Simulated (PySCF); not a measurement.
²⁹Si chemical shifts

Isolated molecule, relativity neglected, one computed conformer, fast rotation and ring inversion assumed for equivalent nuclei. Geometry from GFN2-xTB; shieldings: GIAO PBE0/pcSseg-1; PySCF 2.14.

Shieldings were converted by a linear fit to measured shifts: ²⁹Si: δ = 279.94 − 0.822σ (rms 8.9 ppm, 72 shifts, 25.8 ppm with the 6 outliers that the fit left out vs TMS, solution or neat liquid). A few per cent of atoms miss by over 2 rms, more outside the fitted compound classes.

Q: Give the ²⁹Si shifts of `CN(C)[C@@H]([SiH3])[Si@H](N)P`, `CCN([SiH3])[Si@](C)(N)P`.

A: 
```
                                                       compound                        environment  δ (ppm)
[CH3:1][N:2]([CH3:3])[C@@H:4]([SiH3:5])[Si@H:6]([NH2:7])[PH2:8]  Si6: silicon bonded to C, N, P, H    -29.1
[CH3:1][N:2]([CH3:3])[C@@H:4]([SiH3:5])[Si@H:6]([NH2:7])[PH2:8]      Si5: silicon bonded to C, 3 H    -68.1
  [CH3:1][CH2:2][N:3]([SiH3:4])[Si@:5]([CH3:6])([NH2:7])[PH2:8]   Si5: silicon bonded to C, 2 N, P      3.8
  [CH3:1][CH2:2][N:3]([SiH3:4])[Si@:5]([CH3:6])([NH2:7])[PH2:8]      Si4: silicon bonded to N, 3 H    -55.4
```

Q: Match the shifts 43.3, 24.2, 4.9, -8.0, -36.5, -57.9 ppm to `CS[C@H]([SiH2]F)C(C)=S`, `CC[Si]1(F)SCCS1`, `C[C@@H](F)[C@H]1CS[SiH2]S1`, `N#C/C(CO)=N/[SiH3]`, `[SiH3]Oc1cnc[nH]1`, `CC[C@@H]1CS[Si@H](F)S1`.

A: 43.3: CC[Si]1(F)SCCS1 (silicon bonded to C, F, 2 S, in a 5-membered ring); 24.2: CC[C@@H]1CS[Si@H](F)S1 (silicon bonded to F, 2 S, H, in a 5-membered ring); 4.9: CS[C@H]([SiH2]F)C(C)=S (silicon bonded to C, F, 2 H); -8.0: C[C@@H](F)[C@H]1CS[SiH2]S1 (silicon bonded to 2 S, 2 H, in a 5-membered ring); -36.5: [SiH3]Oc1cnc[nH]1 (silicon bonded to O, 3 H); -57.9: N#C/C(CO)=N/[SiH3] (silicon bonded to N, 3 H).
